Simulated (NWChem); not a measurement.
# Total energies of F3S (+1)

```xyz
4

F      0.6929    -0.2175     1.1677
S     -0.0350     0.4543     0.0000
F      0.6929    -0.2175    -1.1677
F     -1.3236    -0.3726     0.0000
```
Charge +1, spin multiplicity 1.

All runs are NWChem calculations. Structure: optimised with PBE0/def2-SVP, a minimum by its harmonic frequencies.

Basis set: cc-pVTZ (124 functions).

```tsv
method	total energy (Ha)	relative cost
RHF	-695.58713	1
MP2	-696.51518	under 3
B2PLYP	-697.18532	3
PBE	-697.03084	under 3
B3LYP	-697.47457	under 3
TPSS	-697.51332	under 3
```

Total energies of different functionals aren't comparable as a measure of quality: only differences taken within one method are. Relative cost: rough, from shared machines, SCF included, RHF = 1.

The correlated methods keep 8 core orbitals frozen. B3LYP has NWChem's definition, with VWN1-RPA local correlation. The structure started from a generated list of species.
